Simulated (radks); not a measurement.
Species: Cu+. Configuration: [Ar] 3d10. Method: scalar-relativistic Kohn-Sham, PBEsol, spin-polarised, spherical densities, point nucleus; computed with a radial shooting solver on a logarithmic mesh with Libxc functionals.

Unscreened Slater integrals over Kohn-Sham orbitals (eV). They are taken over the spin-up orbitals.

integral,value
"F0(3d,3d)",25.566
"F2(3d,3d)",11.333
"F4(3d,3d)",6.9625
"F0(3d,3p)",28.680
"F2(3d,3p)",13.139
"G1(3d,3p)",16.244
"G3(3d,3p)",9.7517
"F0(3d,3s)",29.281
"G2(3d,3s)",12.210
"F0(3d,2p)",37.113
"F2(3d,2p)",6.8372
"G1(3d,2p)",5.0697
"G3(3d,2p)",2.8804
"F0(3p,3p)",32.797
"F2(3p,3p)",16.312
"F0(3p,3s)",33.557
"G1(3p,3s)",22.159
"F0(3p,2p)",44.765
"F2(3p,2p)",8.8688
"G0(3p,2p)",3.4150
"G2(3p,2p)",3.5955
"F0(3s,3s)",34.387
"F0(3s,2p)",45.897
"G1(3s,2p)",3.7349
"F0(2p,2p)",120.32
"F2(2p,2p)",56.750
